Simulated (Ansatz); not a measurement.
`[F][Hf]([F])([Cl])[Br]` + H–F → `[F][Hf]([F])([F])[Br]` + HCl  (ligand exchange at the Hf–Cl bond)

Gas-phase electronic energies from Ansatz, PBE0-D4/def2-TZVP geometries. CCSD(T)/CBS adds triple-zeta CCSD(T) − MP2 to the extrapolated MP2 energy (def2 sets, frozen cores). This one scheme is used for every species. def2 core potentials past Kr. For Br, Hf outer-core shells are correlated without core-valence functions, which leaves a few kJ/mol of doubt a bond. Scalar relativity is left out up to krypton.

| species | MP2/def2-QZVPP energy (Eh) |
| --- | --- |
| `[F][Hf]([F])([Cl])[Br]` | -3280.51592 |
| H–F | -100.36692 |
| `[F][Hf]([F])([F])[Br]` | -2920.55072 |
| HCl | -460.33593 |

Problem. Work out ΔE.

Solution. ΔE = (-2920.55072) + (-460.33593) − (-3280.51592) − (-100.36692) = -0.00381 Eh = -10.0 kJ/mol. CCSD(T)/CBS gives -13.6 kJ/mol.

Largest T1 diagnostic among the species: 0.014.

Leaving LDA and LC-ωPBE aside and taking each functional with its dispersion term where it has one, the values, not all of them listed here, spread over 14.6 kJ/mol, from CAM-B3LYP-D4 to PBE-QIDH. LDA lies +3.6 kJ/mol from PBE without D4. From PBE to PBE0 (25 % exact exchange), in def2-TZVPP and without D4, ΔE moves by +6.2 kJ/mol.
